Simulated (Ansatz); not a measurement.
Potential energy curve for GaS (cation, charge +1), lowest triplet found (which spin is the ground state isn't settled by this scan).

FCI = full CI/cc-pVDZ, cores with 3d frozen (Ansatz, an electronic-structure program); UCCSD = CCSD on UHF/cc-pVDZ, cores with 3d frozen in Ansatz; ROCCSD(T) = CCSD(T) on ROHF/cc-pVDZ, cores with 3d frozen run with Ansatz; UKS-CAM-B3LYP = unrestricted CAM-B3LYP/cc-pVDZ in Ansatz.

Energies are in kJ/mol, each relative to the lowest point of its own curve between 2.57 and 3.63 Å, where full CI is lowest.

```tsv
R / Å	FCI	UCCSD	ROCCSD(T)	UKS-CAM-B3LYP
2.57	21.7	23.2	22.0	___
2.67	11.0	12.2	11.2	7.6
2.84	1.8	2.5	1.9	0.0
3.07	0.0	0.0	0.0	0.1
3.31	4.4	___	4.2	6.1
3.63	13.2	11.6	12.8	16.7
4.04	24.3	21.9	23.7	29.5
4.48	33.6	30.6	32.8	___
4.98	40.7	37.3	39.8	___
5.73	46.2	42.7	45.3	54.0
6.52	48.7	45.2	47.7	___
7.66	50.2	46.6	49.2	___
```

Fill in the missing entries.


- 2.57, UKS-CAM-B3LYP: 17.3
- 3.31, UCCSD: 3.6
- 4.48, UKS-CAM-B3LYP: 40.0
- 4.98, UKS-CAM-B3LYP: 47.9
- 6.52, UKS-CAM-B3LYP: 56.6
- 7.66, UKS-CAM-B3LYP: 58.1

The scan ran from 1.65 to 7.66 Å; beyond the distances shown full CI changes its symmetry label.
